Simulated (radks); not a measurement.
Removal energies from the tellurium ion Te12+, [Kr] 4d(3/2: 4, 5/2: 0), by Delta-SCF beside the eigenvalue of the level emptied. Method: Dirac Kohn-Sham, relativistic LDA (MacDonald-Vosko exchange, VWN5 correlation), spin-unpolarised, spherical densities, finite nucleus; Fermi nuclear charge, rms radius of each element as measured or else 0.836 A^(1/3) + 0.57 fm; computed with a radial shooting solver on a logarithmic mesh with Libxc functionals. Sub-shells are occupied by j as written (lower j first in brackets).

removed from,final configuration,Delta-SCF (eV),-eigenvalue (eV)
4d3/2,"[Kr] 4d(3/2: 3, 5/2: 0)",272.57,259.20
4p3/2,"[Ar] 3d10 4s2 4p(1/2: 2, 3/2: 3) 4d(3/2: 4, 5/2: 0)",347.24,333.15
4p1/2,"[Ar] 3d10 4s2 4p(1/2: 1, 3/2: 4) 4d(3/2: 4, 5/2: 0)",358.90,344.48
4s1/2,"[Ar] 3d10 4s1 4p6 4d(3/2: 4, 5/2: 0)",403.76,388.99
